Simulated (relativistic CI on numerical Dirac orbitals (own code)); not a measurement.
# Sensitivity of the levels of I6+ to α and to the nuclear radius

Method of calculation: Dirac-Coulomb-Breit CI, orbitals from a KLI potential per configuration, derivatives by finite differences, unscaled Slater integrals, QED left out (own radial code, finite nucleus).

Configurations in the expansion (outside the closed core [Kr]): 4d10 5s, 4d10 5p, 4d10 5d, 4d10 5f, 4d10 4f, 4d10 6s, 4d10 6p, 4d9 5s2. Levels of other configurations are missing.

With x = (α/α₀)² − 1 an excitation energy changes as ω = ω₀ + qx; K = 2q/ω₀ is the relative enhancement. Terms are leading LS components, so labels can repeat. The field-shift factor is F = δν/δ⟨r²⟩ for the transition from the lowest level.

Lowest level 4d10 5s 2S_1/2.

| Level | ω₀ (cm⁻¹) | q (cm⁻¹) | F (GHz/fm²) |
| --- | --- | --- | --- |
| 4d10 5p 2P°_1/2 | 103325 | 7616 | -24.9 |
| 4d10 5p 2P°_3/2 | 117677 | 23480 | -25.3 |
| 4d10 5d 2D_3/2 | 267565 | 25060 | -25 |
| 4d10 5d 2D_5/2 | 269675 | 27170 | -25 |
| 4d10 4f 2F°_5/2 | 270526 | 30130 | -25.2 |
| 4d10 4f 2F°_7/2 | 270527 | 30040 | -25.2 |
| 4d10 6s 2S_1/2 | 326573 | 16330 | -15.7 |
| 4d9 5s2 2D_5/2 | 366813 | -45020 | 32.5 |
| 4d10 6p 2P°_1/2 | 368048 | 18530 | -24.6 |
| 4d10 6p 2P°_3/2 | 373680 | 24690 | -24.8 |
| 4d9 5s2 2D_3/2 | 380609 | -31500 | 32.8 |
| 4d10 5f 2F°_5/2 | 428495 | 27230 | -24.8 |
| 4d10 5f 2F°_7/2 | 428712 | 27420 | -24.8 |

At this charge configurations can still be misplaced by up to about 7 % of their energy. Levels and lines within the n = 5 or 6 shells can be off by up to 10 % or somewhat more, and those that change n by about 2 %, since core polarisation is missing.

(1) Which transition from the lowest level has the largest |K|?

Results:

(1) 4d10 5p 2P°_3/2 at 117677 cm⁻¹, K = 0.399.
